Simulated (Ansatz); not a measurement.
The cluster Fe3⁻. Charge -1, multiplicity 10. Geometry PBE0-D4/def2-TZVPD; atoms count from 1.

```xyz
3

Fe   -1.1187    0.8103   -0.5889
Fe    0.0927   -1.4918    0.0968
Fe    1.0260    0.6815    0.4921
```

The charge -1 multiplicity 10 is spin-contaminated (final ⟨S²⟩ up to 25.91, 24.75 for a pure state). The highest occupied level of the charge -1 multiplicity 10 lies above zero (up to 0.04 eV). The electron is either unbound and held by the finite basis, or the level is raised by self-interaction error. The structure comes from a short search, and lower isomers may exist.

Q: Estimate the Mulliken populations from the PBE0/def2-TZVPD orbitals of Ansatz.

A: 
```tsv
atom	charge (e)	spin (α − β)	d electrons
Fe1	-0.32	3.27	6.60
Fe2	-0.31	3.24	6.56
Fe3	-0.37	2.49	6.80
```
Mulliken values depend strongly on the basis. With diffuse functions, as here, like atoms can get unlike values, and bond orders can come out too low or too high.

Q: Where does the spin sit?

A: Summed by element: Fe 9.00, of 9 unpaired in all. Largest on single atoms: Fe1 3.27, Fe2 3.24, Fe3 2.49.

Q: And the Mayer bond orders between heavy atoms (over 0.3)?

A: Fe1–Fe2 1.09 (2.69 Å); Fe1–Fe3 1.27 (2.41 Å); Fe2–Fe3 1.36 (2.40 Å).
